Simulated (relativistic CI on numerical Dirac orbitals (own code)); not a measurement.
**Ni³⁺: 3s photoemission**

Computed with this model: Dirac-Coulomb-Breit CI, separate exchange-only KLI orbitals for each configuration, model QED (radiative potential, 1s self-energy scaled to tabulated hydrogen-like ionisation energies), valence Slater integrals scaled by 0.8, multiplet model of photoemission in the sudden approximation; configurations [Ar] 3d7 → [Ne] 3s 3p6 3d7; 300 K; Lorentzian 1.05 eV and Gaussian 0.6 eV FWHM. Energies are those of the free ion, without screening or charge transfer. The energies are binding energies and can lie tens of eV above those of solids. Without intra-shell correlation the exchange splitting of an s hole comes out too large, often by half or more. S is read from ⟨S²⟩ = S(S + 1).

Field parameters in Wybourne normalisation: Oh B⁴₀ = 21Dq, B⁴₄ = √(5/14) B⁴₀. The field is a parameter set, without covalency.

Computed curve for free ion, scaled to 100 at the maximum (points under 2 are left out and the grid is thinned):

```json
{"Energy (eV)": "164.0", "Intensity": "2.1"}
{"Energy (eV)": "164.2", "Intensity": "2.3"}
{"Energy (eV)": "164.6", "Intensity": "2.9"}
{"Energy (eV)": "164.8", "Intensity": "3.2"}
{"Energy (eV)": "165.0", "Intensity": "3.6"}
{"Energy (eV)": "165.4", "Intensity": "4.8"}
{"Energy (eV)": "165.6", "Intensity": "5.6"}
{"Energy (eV)": "166.0", "Intensity": "7.9"}
{"Energy (eV)": "166.2", "Intensity": "9.6"}
{"Energy (eV)": "166.4", "Intensity": "11.9"}
{"Energy (eV)": "166.8", "Intensity": "20.0"}
{"Energy (eV)": "167.0", "Intensity": "27.2"}
{"Energy (eV)": "167.2", "Intensity": "37.9"}
{"Energy (eV)": "167.6", "Intensity": "72.4"}
{"Energy (eV)": "167.8", "Intensity": "90.6"}
{"Energy (eV)": "168.2", "Intensity": "95.4"}
{"Energy (eV)": "168.4", "Intensity": "79.4"}
{"Energy (eV)": "168.6", "Intensity": "59.9"}
{"Energy (eV)": "169.0", "Intensity": "30.7"}
{"Energy (eV)": "169.2", "Intensity": "22.4"}
{"Energy (eV)": "169.4", "Intensity": "16.9"}
{"Energy (eV)": "169.8", "Intensity": "10.5"}
{"Energy (eV)": "170.0", "Intensity": "8.7"}
{"Energy (eV)": "170.4", "Intensity": "6.2"}
{"Energy (eV)": "170.6", "Intensity": "5.4"}
{"Energy (eV)": "170.8", "Intensity": "4.7"}
{"Energy (eV)": "171.2", "Intensity": "3.8"}
{"Energy (eV)": "171.4", "Intensity": "3.5"}
{"Energy (eV)": "171.6", "Intensity": "3.3"}
{"Energy (eV)": "172.0", "Intensity": "2.9"}
{"Energy (eV)": "172.2", "Intensity": "2.9"}
{"Energy (eV)": "172.6", "Intensity": "2.8"}
{"Energy (eV)": "172.8", "Intensity": "2.7"}
{"Energy (eV)": "173.0", "Intensity": "2.7"}
{"Energy (eV)": "173.4", "Intensity": "2.7"}
{"Energy (eV)": "173.6", "Intensity": "2.8"}
{"Energy (eV)": "173.8", "Intensity": "2.9"}
{"Energy (eV)": "174.2", "Intensity": "3.3"}
{"Energy (eV)": "174.4", "Intensity": "3.6"}
{"Energy (eV)": "174.8", "Intensity": "4.5"}
{"Energy (eV)": "175.0", "Intensity": "5.3"}
{"Energy (eV)": "175.2", "Intensity": "6.2"}
{"Energy (eV)": "175.6", "Intensity": "9.6"}
{"Energy (eV)": "175.8", "Intensity": "12.4"}
{"Energy (eV)": "176.0", "Intensity": "16.7"}
{"Energy (eV)": "176.4", "Intensity": "32.1"}
{"Energy (eV)": "176.6", "Intensity": "43.1"}
{"Energy (eV)": "177.0", "Intensity": "58.4"}
{"Energy (eV)": "177.2", "Intensity": "55.8"}
{"Energy (eV)": "177.4", "Intensity": "47.0"}
{"Energy (eV)": "177.8", "Intensity": "26.2"}
{"Energy (eV)": "178.0", "Intensity": "18.9"}
{"Energy (eV)": "178.2", "Intensity": "13.8"}
{"Energy (eV)": "178.6", "Intensity": "8.0"}
{"Energy (eV)": "178.8", "Intensity": "6.4"}
{"Energy (eV)": "179.2", "Intensity": "4.4"}
{"Energy (eV)": "179.4", "Intensity": "3.7"}
{"Energy (eV)": "179.6", "Intensity": "3.2"}
{"Energy (eV)": "180.0", "Intensity": "2.4"}
{"Energy (eV)": "180.2", "Intensity": "2.1"}
```

The ground state has S = 1.50, and the centroid lies at 171.39 eV.
